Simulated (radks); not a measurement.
Values are calculated unless marked as measured or tabulated.
Charge is removed step by step from the 6s up level of Pt, starting from [Xe] 4f14 5d9 6s(up 1, down 0). Code: a radial shooting solver on a logarithmic mesh with Libxc functionals. Model: scalar-relativistic Kohn-Sham, LDA (Slater exchange, Perdew-Wang correlation), spin-polarised, spherical densities, point nucleus; open shells are filled with parallel spins first (spin-orbit coupling, left out, can overturn this in heavy ions).

| removed (e) | E - E(0) (eV) | eigenvalue (eV) | E minus straight line (eV) |
|---|---|---|---|
| 0 | 0.000 | -6.315 | 0.000 |
| 0.1 | 0.665 | -6.993 | -0.315 |
| 0.2 | 1.398 | -7.680 | -0.563 |
| 0.3 | 2.201 | -8.374 | -0.741 |
| 0.4 | 3.073 | -9.076 | -0.849 |
| 0.5 | 4.015 | -9.784 | -0.887 |
| 0.6 | 5.029 | -10.498 | -0.854 |
| 0.7 | 6.115 | -11.218 | -0.750 |
| 0.8 | 7.272 | -11.943 | -0.573 |
| 0.9 | 8.502 | -12.672 | -0.323 |
| 1 | 9.806 | -13.405 | 0.000 |

Removing the whole electron costs 9.806 eV by Delta-SCF, against 6.315 eV from minus the eigenvalue at the starting occupation. Slater's transition state (half an electron removed) gives 9.784 eV. Integrating minus the eigenvalue over the occupation (Janak's theorem) gives 9.809 eV. In this scalar-relativistic scheme the density is built from large components alone, so the theorem holds only approximately. The mean slope of the eigenvalue, de/dn, is 7.09 eV per electron. Ionisation energy of Pt in the NIST Atomic Spectra Database: 8.959 eV (measured).
